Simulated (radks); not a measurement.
Values are calculated unless marked as measured or tabulated.
Species: N3-. Configuration: [Ne].

Level of theory: non-relativistic Kohn-Sham, LDA (Slater exchange, Perdew-Wang correlation), spin-polarised, spherical densities, point nucleus; Watson sphere of charge +4.42 and radius 3.09 bohr (a radial shooting solver on a logarithmic mesh with Libxc functionals).

Energy parts (hartree; the electron-nucleus part includes the sphere):
| part | energy |
|---|---|
| total | -67.18124 |
| kinetic | 54.14362 |
| electron-nucleus | -150.25939 |
| Hartree | 35.98654 |
| exchange-correlation | -7.05200 |

Orbitals (lengths in bohr, moments of r in powers of bohr; <r^-3> diverges for s and p1/2; r(90%) holds 90 % of the orbital's charge):
orbital  occ.  eigenvalue (hartree)  r(90%)    <r^4>  <r^-3>    <r^2>
1s          2             -14.14050   0.415  0.01381       -  0.07243
2s          2              -0.91689    2.53    17.23       -    2.841
2p          6              -0.55124    3.59    63.93   1.841    5.401

The highest occupied level is 2p at -15.000 eV. The density falls to 0.001 e/bohr^3 at r = 4.52 bohr.
